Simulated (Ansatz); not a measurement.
`[CH3][GeH2][I]`. Charge 0, multiplicity 1. I: def2 effective core potential. The geometry is a stationary point of PBE0-D4/def2-TZVP.

```xyz
8

C    -0.312    0.155    1.030
Ge    0.154    0.100   -0.856
I     1.287   -2.106   -1.329
H     0.588    0.065    1.637
H    -0.987   -0.667    1.269
H    -0.806    1.102    1.259
H     1.158    1.196   -1.244
H    -1.082    0.157   -1.767
```

Q: What is the dipole moment at ωB97M-V/def2-TZVPP? (An estimate is asked.)

A: Ansatz gave: 2.30 D, with components (-1.06, 1.70, 1.14) D in this frame, pointing from negative to positive charge.

Q: And with PBE, r2SCAN, B3LYP? (An estimate is asked.)

A: Ansatz gave: PBE 2.19 D, r2SCAN 2.28 D, B3LYP 2.24 D.

Q: Give the Mulliken charges with ωB97M-V, r2SCAN, PBE in def2-TZVPP. (Estimate.)

A: The calculation gave: 
```
atom  ωB97M-V  r2SCAN    PBE
  C1    -0.43   -0.27  -0.36
 Ge2     0.20    0.30   0.26
  I3    -0.25   -0.29  -0.27
  H4     0.14    0.09   0.12
  H5     0.14    0.09   0.12
  H6     0.13    0.09   0.12
  H7     0.03   -0.01   0.00
  H8     0.03   -0.01   0.00
```

B3LYP here is the variant with VWN-RPA as its local correlation; programs differ in this.
